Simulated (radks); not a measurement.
Question: Radial electron density D(r) = 4 pi r^2 rho(r) of an atom or ion with 58 electrons. Calculated with a radial shooting solver on a logarithmic mesh with Libxc functionals: Dirac Kohn-Sham, BLYP, spin-unpolarised, spherical densities, finite nucleus; Fermi nuclear charge, rms radius of each element as measured or else 0.836 A^(1/3) + 0.57 fm.

```
   r/bohr * D(r) (the largest magnitude, 99.9, reaches the edge; | marks zero)
 0.003468 |          *
 0.004037 |             *
 0.004738 |                *
 0.005515 |                   *
 0.006421 |                       *
 0.007475 |                           *
 0.008772 |                               *
  0.01021 |                                   *
  0.01189 |                                      *
  0.01384 |                                        *
  0.01624 |                                          *
  0.01891 |                                          *
  0.02201 |                                        *
  0.02562 |                                       *
  0.02983 |                                     *
  0.03501 |                                     *
  0.04075 |                                      *
  0.04744 |                                          *
  0.05523 |                                               *
  0.06481 |                                                    *
  0.07546 |                                                      *
  0.08784 |                                                    *
   0.1023 |                                               *
     0.12 |                                          *
   0.1397 |                                       *
   0.1626 |                                         *
   0.1893 |                                             *
   0.2222 |                                              *
   0.2587 |                                         *
   0.3011 |                                *
   0.3506 |                      *
   0.4114 |                *
   0.4789 |                 *
   0.5575 |                   *
   0.6491 |                  *
   0.7556 |               *
   0.8867 |          *
    1.032 |      *
    1.202 |    *
    1.399 |    *
    1.642 |   *
    1.911 |  *
    2.225 | *
     2.59 |*
     3.04 |*
    3.539 |*
     4.12 *
    4.796 *
    5.628 *
    6.552 *
    7.628 *
     8.88 *
    10.42 *
    12.13 *
    14.12 *
```

What is the nuclear charge?

Answer: Z = 58. The innermost maximum, from 1s, lies near gamma/Z bohr with gamma = sqrt(1 - (Z/c)^2) = 0.906, here 0.0156 bohr (found: 0.0172), and its height grows with Z. The density is that of neutral cerium in [Xe] 4f1 5d1 6s2; the configuration itself is not fixed sharply by these data, and Z only to a few units. D(r) has 4 maxima, at r = 0.0172, 0.0761, 0.213, 0.594 bohr, and minima at 0.0334, 0.141, 0.435 bohr, inside which lie 2.02, 11.19, 29.02 electrons.
